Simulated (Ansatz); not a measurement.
The cluster Nb₂P₂, relaxed as a singlet with RKS PBE0-D4/def2-SVP in Ansatz, starting from the GFN2-xTB geometry. Force threshold 0.02 eV/Å.

In the def2 sets Nb takes a core potential; there is no spin–orbit coupling. The structure comes from a short search, and lower isomers may exist.

Start:

```xyz
4

Nb   -1.442    0.405    0.565
Nb    1.423   -0.445   -0.581
P    -0.389    0.898   -1.642
P     0.409   -0.858    1.658
```

Task: Estimate the energy that the relaxation releases and the steps that it takes.

Result: 97.7 kcal/mol, in 10 steps; 24 s on 4 threads of Arm Neoverse V1 on a shared host. No frequencies were taken in this run, so the end may be a saddle point.

Task: Does the start keep its bonding and symmetry?

Result: By distances, no bond broke or formed. The bond that changes most is Nb1–P3, from 2.49 to 2.34 Å (atoms count from 1). Point group C2v at the start, C2v at the end, both within 0.05 Å.

Task: Predict the relaxed structure.

Result: 
| atom | x (Å) | y (Å) | z (Å) |
| --- | --- | --- | --- |
| Nb1 | -1.205 | -0.073 | 0.253 |
| Nb2 | 0.842 | -0.696 | -0.574 |
| P3 | -0.200 | 1.224 | -1.418 |
| P4 | 0.563 | -0.456 | 1.738 |
Bond lengths (bridged metal pairs left out): 4 × Nb–P 2.34 Å.
